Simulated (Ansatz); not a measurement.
C2H4BClS, SMILES `BSC(=C)Cl`: the same geometry under several functionals.

```yaml
crystal:
  periodic: [false, false, false]
  atoms:
    - {symbol: B, position_ang: [0.144788, -0.066421, -2.142967]}
    - {symbol: S, position_ang: [-0.406481, 0.790109, -0.714923]}
    - {symbol: C, position_ang: [0.041711, -0.110593, 0.738653]}
    - {symbol: C, position_ang: [-0.303337, 0.370875, 1.926086]}
    - {symbol: Cl, position_ang: [0.912605, -1.583509, 0.599755]}
    - {symbol: H, position_ang: [-0.132546, 0.498604, -3.154968]}
    - {symbol: H, position_ang: [0.730428, -1.097063, -2.101678]}
    - {symbol: H, position_ang: [-0.852797, 1.301552, 1.994513]}
    - {symbol: H, position_ang: [-0.045971, -0.149852, 2.838429]}
basis:
  gaussian: {orbitals: def2-TZVPP}
hamiltonian: {xc: {name: B3LYP}, dispersion: d4}
output: {forces: true, orbitals: {seedname: orbitals}}
```

```sh
$ ansatz run in.yaml --threads 4 --pin off --events-out ev --progress --plain
```

Output, abridged:

```
Functional definition: B3LYP
1374 factors; their error is unknown
mean field evaluation 1: about -26168.0575 eV, gradient 5.6e1 eV
mean field evaluation 2: about -26161.7847 eV, gradient 7.1e1 eV
mean field evaluation 4: about -26175.7278 eV, gradient 6.1e0 eV
mean field evaluation 8: about -26175.8356 eV, gradient 1.7e-1 eV
mean field evaluation 16: about -26175.8625 eV, gradient 5.4e-4 eV
mean field -26175.86253967 eV, -961.9452056960 hartree, gradient 3.5e-5 eV, S^2 0.000000; 0 other end points of the search recorded, 0 dependent functions left out
reference -26175.86281520 eV, -961.9452158215 hartree; 27, 27 occupied and 206, 206 virtual orbitals, 1374 factors
Total energy: -26176.26033252 eV, -961.9598243138 hartree
Atom 0 at     0.144788    -0.066421    -2.142967 Å, force     0.069947    -0.104767    -0.232734 eV/Å
Atom 1 at    -0.406481     0.790109    -0.714923 Å, force    -0.102027     0.188026    -0.121511 eV/Å
Atom 2 at     0.041711    -0.110593     0.738653 Å, force    -0.106185     0.166680     0.152510 eV/Å
Atom 3 at    -0.303337     0.370875     1.926086 Å, force    -0.039680     0.054217     0.159343 eV/Å
Atom 4 at     0.912605    -1.583509     0.599755 Å, force     0.207146    -0.353451     0.004320 eV/Å
Atom 5 at    -0.132546     0.498604    -3.154968 Å, force     0.039481    -0.077238     0.101517 eV/Å
Atom 6 at     0.730428    -1.097063    -2.101678 Å, force    -0.078478     0.140399    -0.030238 eV/Å
Atom 7 at    -0.852797     1.301552     1.994513 Å, force     0.040985    -0.071609     0.021861 eV/Å
Atom 8 at    -0.045971    -0.149852     2.838429 Å, force    -0.031190     0.057744    -0.055067 eV/Å
Dipole moment:    -0.059647     0.081218     0.220507 e Å
```

It took 2.9 s on 4 threads of a server CPU on a shared host, with 0.67 GiB of host memory at the peak.

The same input with `hamiltonian: {xc: hse06, dispersion: d4}` and no forces (abridged; 2.2 s):

```
Functional definition: HSE06
mean field evaluation 16: about -26162.6833 eV, gradient 2.7e-4 eV
mean field -26162.68329057 eV, -961.4608772249 hartree, gradient 5.0e-5 eV, S^2 0.000000
Total energy: -26162.87499455 eV, -961.4679222161 hartree
```

The same input with `hamiltonian: {xc: {name: PBE-QIDH}}` and no forces (abridged; 3.5 s):

```
Functional definition: PBE-QIDH
mean field evaluation 16: about -26150.0097 eV, gradient 2.6e-4 eV
mean field -26150.00973309 eV, -960.9951325778 hartree, gradient 7.9e-6 eV, S^2 0.000000
13 core orbitals not correlated: weight in the atoms' cores, before any rotation towards them, 1.000 or more for the frozen orbitals, at most 0.000 for the correlated occupied ones
second order -24.43025235 eV of doubles, -0.00000000 eV of singles
Total energy: -26158.15316337 eV, -961.2943981208 hartree
```

Changing it to `hamiltonian: {xc: {name: revPBE}, dispersion: d4}` and no forces (abridged; 1.4 s):

```
Functional definition: revPBE
mean field evaluation 16: about -26169.7681 eV, gradient 4.1e-4 eV
mean field -26169.76807208 eV, -961.7212381430 hartree, gradient 1.6e-5 eV, S^2 0.000000
Total energy: -26170.50174452 eV, -961.7482001078 hartree
```

Changing it to `hamiltonian: {xc: pbe0, dispersion: d4}` and no forces (abridged; 2 s):

```
Functional definition: PBE0
mean field evaluation 16: about -26163.2654 eV, gradient 2.3e-4 eV
mean field -26163.26535545 eV, -961.4822677145 hartree, gradient 3.8e-5 eV, S^2 0.000000
Total energy: -26163.47066575 eV, -961.4898127288 hartree
```

Changing it to `hamiltonian: {xc: pbe, dispersion: d4}` (abridged; 1.8 s):

```
Functional definition: PBE
mean field evaluation 16: about -26161.0447 eV, gradient 4.0e-4 eV
mean field -26161.04470227 eV, -961.4006602156 hartree, gradient 3.0e-5 eV, S^2 0.000000
Total energy: -26161.28810506 eV, -961.4096051031 hartree
Atom 0 force     0.000772     0.002427    -0.036278 eV/Å
Atom 1 force    -0.113237     0.207758    -0.147175 eV/Å
Atom 2 force     0.096839    -0.133641    -0.344516 eV/Å
Atom 3 force    -0.131563     0.186330     0.438134 eV/Å
Atom 4 force     0.183189    -0.310354    -0.036128 eV/Å
Atom 5 force    -0.033742     0.067627    -0.112011 eV/Å
Atom 6 force     0.068999    -0.120973     0.010784 eV/Å
Atom 7 force    -0.114020     0.192176     0.029620 eV/Å
Atom 8 force     0.042764    -0.091351     0.197570 eV/Å
Dipole moment:    -0.058754     0.078096     0.246545 e Å
```

B3LYP takes the VWN-RPA correlation (the form of Gaussian; ORCA's B3LYP/G).

HSE06 is the plane-wave form, built on full-range PBE exchange.
